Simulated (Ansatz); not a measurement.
A nudged elastic band was laid between two geometries of C$_{3}$H$_{4}$AlF (9 atoms, charge 0, multiplicity 1).

The calculation used Ansatz 0.2.0, RKS PBE0-D4/def2-SVP.

```
movable images  : 7
climbing image  : yes
spring          : 5.0 eV/Å²
optimiser       : quadratic models (default)
start path      : IDPP
force threshold : 0.05 eV/Å
iteration limit : 60
end points      : relaxed
```

First end point:

```xyz
9
Properties=species:S:1:pos:R:3
C -1.315 -0.875 -1.108
Al 0.025 -0.009 -0.004
C 1.209 0.221 1.434
C 1.221 1.295 0.591
F 1.946 2.401 0.699
H -1.231 -1.971 -1.055
H -2.326 -0.600 -0.765
H -1.227 -0.570 -2.162
H 1.787 0.062 2.353
```

Last end point:

```xyz
9
Properties=species:S:1:pos:R:3
C -1.333 -0.863 -1.095
Al 0.008 -0.004 0.012
C 1.326 0.162 1.340
C 1.126 1.337 0.673
F 1.740 2.496 0.874
H -2.120 -0.154 -1.396
H -0.873 -1.260 -2.015
H -1.807 -1.706 -0.569
H 2.021 -0.055 2.160
```

Q: What changes between the two ends?

A: No bond is made or broken.  The two ends are copies of one structure, up to a mirror image or an exchange of like atoms.

Q: Give the energies along the band, and the barrier.

A: It converged. The highest image is number 4 of 0 to 8, 0.001 eV above the ends, which have the same energy within 2 meV. The top lies less than 8 meV above the higher end, about what the thresholds resolve: the motion is nearly free. A vibrational analysis at the climbing image gives no mode beyond 40i cm⁻¹: the surface is too flat there to confirm a saddle point.

```csv
image,path coordinate (Å),energy (eV)
0,0.00,0.000
1,0.54,-0.001
2,1.08,0.000
3,1.62,0.000
4,2.16,0.001
5,2.70,0.000
6,3.24,0.000
7,3.78,-0.001
8,4.32,0.000
```

Q: What is the geometry of the highest image?

A: 
```xyz
9
Properties=species:S:1:pos:R:3
C -1.449 -0.834 -0.963
Al 0.007 0.010 0.003
C 1.711 0.163 0.775
C 0.970 1.294 0.956
F 1.331 2.406 1.584
H -1.750 -1.772 -0.469
H -2.331 -0.180 -1.024
H -1.137 -1.088 -1.989
H 2.735 -0.045 1.110
```

The band took 4 iterations and roughly 2.6 core-minutes.

Run time: 83 s on 2 threads of Intel(R) Xeon(R) Platinum 8375C CPU @ 2.90GHz (Ice Lake), on a shared host, peak memory 0.21 GiB.
